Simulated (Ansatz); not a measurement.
Cartesian coordinates in Å:
```
O -1.852 -0.817 0.491
Si -0.606 0.203 0.797
Cl 0.441 -0.411 2.468
Ge 0.962 0.305 -0.991
H -1.651 -1.732 0.286
H -1.237 1.501 1.118
H 0.302 0.854 -2.267
H 1.492 -1.109 -1.286
H 2.148 1.207 -0.616
```

Total charge 0; spin multiplicity 1.

Q: List the r2SCAN/def2-TZVPP orbital energies in eV (the Gaussian-basis code of Ansatz). (Estimate.)

A: The calculation gave: Occupied: -10834.17, -2753.35, -1792.58, -1349.32, -1199.36, -1199.36, -1199.36, -516.38, -254.75, -193.28, -193.16, -193.15, -167.47, -142.85, -117.16, -117.16, -117.16, -97.76, -97.70, -97.67, -30.46, -30.46, -30.43, -30.39, -30.39, -26.98, -21.50, -15.15, -14.28, -11.96, -10.36, -9.92, -9.28, -8.90, -8.80, -8.42, -8.18, -7.07. Lowest empty: -0.81, -0.46, 0.19, 0.67, 1.23, 1.34, 1.99, 2.15.
